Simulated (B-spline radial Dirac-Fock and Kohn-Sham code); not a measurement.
K-shell conversion coefficients of Bi against transition energy

Calculated with an atomic code on a B-spline grid, using a Dirac-Hartree-Slater potential of the neutral atom with a Latter tail (no hole, which puts coefficients of high multipoles low close above an edge), finite nucleus with surface currents. Subshells within 1 keV of threshold and pair formation are left out.

```
energy (keV)       E2       E4       M1      M3      M4      M5
         100    0.459    0.199     8.40    92.7    86.9    62.9
         107    0.466    0.492     6.91    86.2     118     139
         115    0.448    0.838     5.62    75.7     132     209
         168    0.244     1.42     1.91    25.8    69.9     187
         200    0.167     1.13     1.17    14.3    40.1     112
         218    0.137    0.970    0.920    10.6    29.8    83.3
         229    0.123    0.880    0.802    8.96    25.0    69.7
         314   0.0594    0.426    0.336    2.96    7.71    20.2
         348   0.0471    0.329    0.254    2.07    5.22    13.2
         500   0.0215    0.130   0.0964   0.602    1.34    2.98
         594   0.0151   0.0839   0.0612   0.343   0.717    1.49
         780  0.00888   0.0427   0.0301   0.146   0.277   0.523
         959  0.00602   0.0261   0.0177  0.0784   0.140   0.246
        1000  0.00557   0.0236   0.0159  0.0693   0.122   0.212
        1300  0.00345   0.0130  0.00810  0.0329  0.0542  0.0871
        1630  0.00229  0.00790  0.00455  0.0178  0.0280  0.0425
        1800  0.00192  0.00638  0.00353  0.0137  0.0211  0.0315
        2000  0.00159  0.00510  0.00270  0.0105  0.0158  0.0231
```

Question: How fast do they fall between 1630 and 2000 keV?

Answer: As powers of the energy: E2 E^-1.80, E4 E^-2.14, M1 E^-2.55, M3 E^-2.61, M4 E^-2.78, M5 E^-2.98. Within one type (E or M) the higher multipoles fall faster.
